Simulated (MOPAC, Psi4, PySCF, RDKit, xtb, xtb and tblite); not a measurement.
Torsional profile of C3H7ClSi, SMILES C=CC[SiH2]Cl. Scanned: dihedral C1–C2–C3–Si4; all other coordinates were relaxed at GFN2-xTB. Points at φ and −φ are mirror images.

Geometry of the scan point at 15° (Å):
```
12

C     -1.8059    -0.6609     0.9382
C     -0.7397    -0.8532     0.1862
C     -0.1063     0.1469    -0.7268
Si    -0.6173     1.9675    -0.5035
Cl     0.5821     3.0634    -1.7099
H     -2.3202     0.2844     0.9718
H     -2.2088    -1.4452     1.5565
H     -0.2625    -1.8269     0.1862
H     -0.3130    -0.1634    -1.7572
H      0.9802     0.0659    -0.6178
H     -0.3973     2.4190     0.8688
H     -1.9935     2.2151    -0.9308
```

- GFN2-xTB (xtb and tblite)
- MMFF94 // GFN2-xTB (RDKit)
- B3LYP/def2-TZVP // GFN2-xTB (Psi4)
- B3LYP-D3(BJ)/def2-TZVP // GFN2-xTB (Psi4)
- PBE/def2-TZVP // GFN2-xTB (Psi4)
- PBE-D3(BJ)/def2-TZVP // GFN2-xTB (Psi4)
- MP2/cc-pVTZ = Psi4 1.11 with DF-MP2 (frozen core)/cc-pVTZ // GFN2-xTB
- HF/cc-pVTZ // GFN2-xTB (Psi4)
- UFF // GFN2-xTB (RDKit)
- PM7, restricted, heats of formation // GFN2-xTB (MOPAC)
- PM3, restricted, heats of formation // GFN2-xTB (MOPAC)
- GFN1-xTB // GFN2-xTB (xtb)
- RKS-B3LYP/6-31G* = restricted B3LYP/6-31G*, spherical d, density fitting // GFN2-xTB (PySCF)
- RKS-LDA (SVWN5)/6-31G* = PySCF 2.14.0 with restricted LDA (SVWN5)/6-31G*, spherical d, density fitting // GFN2-xTB
- RMP2/3-21G = PySCF with restricted MP2 (frozen core)/3-21G // GFN2-xTB
- RHF/6-31G* = restricted Hartree-Fock/6-31G*, spherical d, density fitting // GFN2-xTB (PySCF)

Least-squares fit of E(φ) = a0 + Σ (a_n cos nφ + b_n sin nφ), n = 1 to 4, to the 24 scan points, in kJ/mol above the lowest point of each profile (levels whose profile four harmonics don't fit are not listed):

```tsv
method	a0	a1	b1	a2	b2	a3	b3	a4	b4	rms of fit
GFN2-xTB	4.59	0.42	0.00	3.43	0.00	-2.43	0.00	-0.08	0.00	0.20
MMFF94	9.65	8.24	0.00	4.98	0.00	-2.96	0.00	0.13	0.00	0.25
B3LYP/def2-TZVP	6.75	0.52	0.00	5.89	0.00	-2.76	0.00	-0.17	0.00	0.43
B3LYP-D3(BJ)/def2-TZVP	6.35	-0.74	0.00	5.92	0.00	-2.65	0.00	-0.19	0.00	0.45
PBE/def2-TZVP	6.64	0.10	0.00	5.91	0.00	-2.74	0.00	-0.19	0.00	0.45
PBE-D3(BJ)/def2-TZVP	6.45	-0.57	0.00	5.95	0.00	-2.68	0.00	-0.21	0.00	0.45
MP2/cc-pVTZ	6.46	-0.64	0.00	5.93	0.00	-2.75	0.00	-0.23	0.00	0.46
HF/cc-pVTZ	6.65	0.20	0.00	5.60	0.00	-3.09	0.00	-0.14	0.00	0.43
UFF	6.53	6.54	0.00	6.10	0.00	4.41	0.00	0.21	0.00	0.94
PM7	7.78	3.71	0.00	7.60	0.00	-0.15	0.00	-0.32	0.00	0.23
PM3	4.03	2.17	0.00	2.79	0.00	-1.53	0.00	-0.05	0.00	0.04
GFN1-xTB	4.47	-1.59	0.00	4.37	0.00	-1.61	0.00	-0.12	0.00	0.31
RKS-B3LYP/6-31G*	7.26	0.34	0.00	6.73	0.00	-2.69	0.00	-0.05	0.00	0.50
RKS-LDA (SVWN5)/6-31G*	6.76	-1.17	0.00	6.58	0.00	-2.87	0.00	-0.04	0.00	0.56
RMP2/3-21G	6.18	-1.76	0.00	6.28	0.00	-1.77	0.00	-0.04	0.00	0.41
RHF/6-31G*	6.93	-0.01	0.00	6.44	0.00	-2.61	0.00	-0.06	0.00	0.46
```

MMFF94 has few fitted parameters for silicon.
